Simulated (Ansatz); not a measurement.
Process, species as SMILES: [GeH3] (GeH3) → Ge atom + 3 H atom
B3LYP-D3(BJ)/def2-TZVP geometries, fixed; electronic energies without zero-point terms.
Largest species:
```xyz
4

Ge    -0.0167    -0.0237    -0.0294
H      0.5517    -0.9452     1.0702
H     -1.1244     0.8871     0.5402
H      1.1063     0.8180    -0.6708
```
Charge 0, spin multiplicity 2.

Basis-set convergence of the atomisation energy at HF with Ansatz (a program for electronic structure). Cartesian d functions, on some or all atoms, in 3-21G, 6-31G, 6-31G*, 6-31G**; all else is spherical. Open shells are unrestricted. No added dispersion term, no relativity. Functions are those of the species that has most. Reference: the value in aug-cc-pV5Z, 156.07 kcal/mol, itself unsure by roughly 0.20 kcal/mol (its mean distance from pcseg-4, aug-pcseg-3, aug-cc-pVQZ). Deviations are taken from unrounded values.

```
basis        functions
-----------  ---------
STO-3G              21
pcseg-0             28
3-21G               29
6-31G               35
6-31G*              41
pcseg-1             42
6-31G**             50
6-311G**            62
aug-pcseg-1         63
pcseg-2             85
aug-pcseg-2        128
pcseg-3            167
aug-pcseg-3        240
pcseg-4            294
```

Q: Which is the smallest set listed that can be trusted to 2 kcal/mol here, that is, within that of the reference together with its larger relatives (same family, alike in diffuse functions; a set with none to test it counts only in the reference's own line)?

A: The smallest set listed that lies within 2 kcal/mol of the reference with all its larger relatives (same family, alike in diffuse functions; a set with none counts only in the reference's own line) is pcseg-1 (42 functions, -1.02 kcal/mol off). Value minus reference: STO-3G 96.48, pcseg-0 -21.02, 3-21G -8.20, 6-31G -13.58, 6-31G* -5.10, pcseg-1 -1.02, 6-31G** -1.44, 6-311G** -1.46, aug-pcseg-1 -0.38, pcseg-2 -0.57, aug-pcseg-2 -0.41, pcseg-3 -0.09, aug-pcseg-3 -0.02, pcseg-4 0.54 kcal/mol.
